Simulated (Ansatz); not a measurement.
This Ansatz (a quantum-chemistry and plane-wave program) input (CCSD(T)/cc-pVDZ) gives -100.22797 Eh with 19 basis functions. A basis named .json is the Basis Set Exchange file of that set (core-valence sets with the plain set on hydrogen).

Ansatz 0.2 input:
```yaml
crystal:
  periodic: [false, false, false]
  atoms:
    - {symbol: F, position_ang: [-0.02465608, 0.60090663, 0.35636427]}
    - {symbol: H, position_ang: [0.12276699, -0.22328527, -0.05523069]}
basis:
  gaussian:
    orbitals: cc-pVDZ
magnetization: {spin_polarized: false}
correlation: {method: ccsd_t, electrons: outside_noble_gas}
```

Change:
```diff
- orbitals: cc-pVDZ
+ orbitals: pcseg-1.json
```

Question: What does the run give now?

Answer: -100.19249 Eh (CCSD(T)/pcseg-1, 19 functions), a change of +35.48 mEh.
